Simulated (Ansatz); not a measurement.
Born–Oppenheimer molecular dynamics of F2H4OSi2 (9 atoms, charge 0, multiplicity 1). It starts from a relaxed structure.

These are results of RKS PBE0-D4/def2-SVP in Ansatz 0.2.0, not measurements.

- ensemble: NVT, Langevin thermostat
- time step: 0.5 fs
- steps asked: 166
- set temperature: 400 K
- friction: 0.05 /fs
- seed: 531090

First frame:

```xyz
9
Properties=species:S:1:pos:R:3
Si -0.071 -0.027 0.130
H -0.278 0.621 1.431
O 1.401 -0.699 0.033
Si 2.555 -1.458 -0.907
H 1.892 -2.290 -1.952
H 3.416 -0.427 -1.553
H 3.376 -2.319 -0.013
F -0.255 1.047 -1.053
F -1.198 -1.150 -0.105
```

(1) How far do the bonds stretch over the last three quarters of this one trajectory? (Pairs bonded in most of those frames.)

## Answers

(1) 
| bond | mean (Å) | spread (Å) | shortest | longest |
| --- | --- | --- | --- | --- |
| Si1–H2 | 1.470 | 0.044 | 1.37 | 1.53 |
| Si1–O3 | 1.627 | 0.030 | 1.58 | 1.68 |
| Si1–F8 | 1.610 | 0.030 | 1.56 | 1.66 |
| Si1–F9 | 1.621 | 0.025 | 1.58 | 1.67 |
| O3–Si4 | 1.670 | 0.036 | 1.60 | 1.72 |
| Si4–H5 | 1.490 | 0.039 | 1.42 | 1.57 |
| Si4–H6 | 1.490 | 0.053 | 1.38 | 1.58 |
| Si4–H7 | 1.502 | 0.053 | 1.42 | 1.60 |

Mean temperature of the second half: 337 K. The mean temperature of the second half is 16 % below the set value. A run of 0.083 ps of so small a system gives no equilibrium averages.

Run time: 3.8 min on 2 threads of Intel(R) Xeon(R) 6975P-C (Granite Rapids) (shared host), peak memory 0.21 GiB.
